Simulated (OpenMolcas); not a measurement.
## Computed transition rates of Re⁴⁺

```yaml
Program: OpenMolcas
Method: "MS-CASPT2, IPEA 0.25 Eh, imaginary shift 0.1 Eh (closed shells correlated: 5s 5p)"
Basis: ANO-RCC-VTZP [8s7p5d3f2g1h]
Scalar_Hamiltonian: DKH2, point nucleus
Active_space: 3 electrons in 10 orbitals (5d 6d)
State_averaging: 2S+1 = 4 even, 10 roots; 2S+1 = 2 even, 40 roots
Spin-orbit_coupling: RASSI with atomic mean-field integrals over the reference wave functions, term energies averaged over their components
```

Rates come from the transition moments of the reference wave functions (E1 and E2 in the length form). At fixed line strength A goes as λ^-3 for E1 and M1 and as λ^-5 for E2, so a rate at the computed wavelength can be rescaled to the measured one. Measured vacuum wavelengths follow from level energies in the list in Brasseur, Gamrath and Quinet, At. Data Nucl. Data Tables 157, 101636 (2024). Branching counts decays inside the model space alone, at computed energies, and the table is only a selection of the E2 and M1 lines, drawn from those between levels with measured partners whose computed energy lies within a factor of 1.5 of the measured one.

```csv
Upper,Lower,Type,λ computed (nm),λ measured (nm),A computed (s-1),A rescaled (s-1),Branching %
5d3 4F 9/2 [65 %],5d3 4F 7/2,M1,3277,3400,5.85e-01,5.24e-01,100.0
5d3 4F 7/2,5d3 4F 5/2,M1,2384,2427,2.73e+00,2.59e+00,100.0
5d3 4F 5/2,5d3 4F 3/2,M1,2021,2061,4.62e+00,4.36e+00,100.0
5d3 2H 11/2,5d3 2H 9/2 [55 %],M1,1328,1406,2.91e+00,2.45e+00,45.1
5d3 2H 9/2 [55 %],5d3 4F 9/2 [65 %],M1,1185,1242,7.13e+00,,52.2
5d3 2P 1/2 [63 %],5d3 4P 1/2 [63 %],M1,1061,1070,1.59e+01,,92.3
5d3 2G 7/2,5d3 4F 7/2,M1,966.3,996,5.20e+00,,27.0
5d3 2H 9/2 [55 %],5d3 4F 7/2,M1,870,909.6,6.51e+00,,47.7
5d3 2F 5/2,5d3 4P 5/2,M1,696.8,755.3,2.86e+00,,21.0
5d3 4P 1/2 [63 %],5d3 4F 3/2,M1,688.6,698.1,1.64e+00,,82.2
5d3 2G 7/2,5d3 4F 5/2,M1,687.6,706.2,1.40e+01,,72.7
5d3 2H 11/2,5d3 4F 9/2 [65 %],M1,626.2,659.5,3.53e+00,,54.7
5d3 2F 5/2,5d3 2G 7/2,M1,608.9,660.1,2.51e+00,,18.4
5d3 4P 5/2,5d3 4F 5/2,M1,601.8,622.3,8.32e-01,,9.9
5d3 2F 7/2,5d3 2G 7/2,M1,599.7,640.5,4.44e+00,,29.3
5d3 2D 3/2(2),5d3 2F 5/2,M1,533.4,559,1.12e+01,,14.8
5d3 2D 5/2(2),5d3 2F 5/2,M1,529,546.3,1.79e+01,,17.6
5d3 2D 5/2(1),5d3 4F 7/2,M1,484.2,505.9,1.61e+01,,64.6
5d3 2F 7/2,5d3 4F 9/2 [65 %],M1,417.1,440.3,6.67e+00,,44.0
5d3 2D 5/2(1),5d3 4F 5/2,M1,402.5,418.7,3.03e+00,,12.2
5d3 2D 3/2(2),5d3 2D 5/2(1),M1,402.1,428.9,1.42e+01,,18.8
5d3 2F 7/2,5d3 4F 5/2,M1,320.3,335.9,2.05e+00,,13.5
5d3 2D 5/2(2),5d3 4P 5/2,M1,300.7,317,2.25e+01,,22.2
5d3 2D 3/2(2),5d3 2G 7/2,E2,284.3,302.7,1.30e+01,9.50e+00,17.2
5d3 2F 5/2,5d3 4F 3/2,M1,278.4,292.7,4.45e+00,,32.6
```

Spin-changing lines and M1 lines between different terms are not rescaled, since their strength hangs on the term gaps too.

The largest correction is for 5d3 2D 3/2(2) → 5d3 2G 7/2 (E2): 1.30e+01 × (284.3 / 302.7)^5 = 9.50e+00 s-1, a factor of 0.73.

The computed rate and branching of 5d3 4F 5/2 → 5d3 4F 3/2 give the upper level a radiative lifetime of 1.000 / 4.62e+00 s-1 = 2.16e-01 s, counting decays inside the model space alone. The rescaled rate gives about 2.3e-01 s.

These are rates of the free ion; in crystals, glasses and complexes forced electric-dipole and non-radiative decay shorten such lifetimes by orders of magnitude. No measured rate stands beside these. Rescaling mends the energy factor alone: line strengths can still be far off where a level mixes with configurations outside the active space, and weak or spin-changing lines hang on small mixing coefficients that depend on the term gaps too, so rescaling need not improve them.

CASPT2 breaks the degeneracy within a term, and the mean is taken; among the terms shown or strongly mixed into the levels shown the widest spread is 470 cm-1 (5d3 4F). Active for correlation alone: 6d; no level in the range computed is led by a configuration that fills it, so any true level of that kind is missing. The CASPT2 spread within a term exceeds the gap to the next term for 5d3 2H and 5d3 2D(1), so the order of their levels is uncertain. Computed and measured levels are paired by configuration, term and J; levels that our copy of the source lacks, or whose pairing is in doubt (as where it misses far off the trend of its configuration), stay unpaired. Levels of configurations outside the active space are missing.

A share in square brackets marks a mixed level and gives the weight of the term that names it. A number in round brackets counts repeated terms of one configuration in the order of the reference energies.
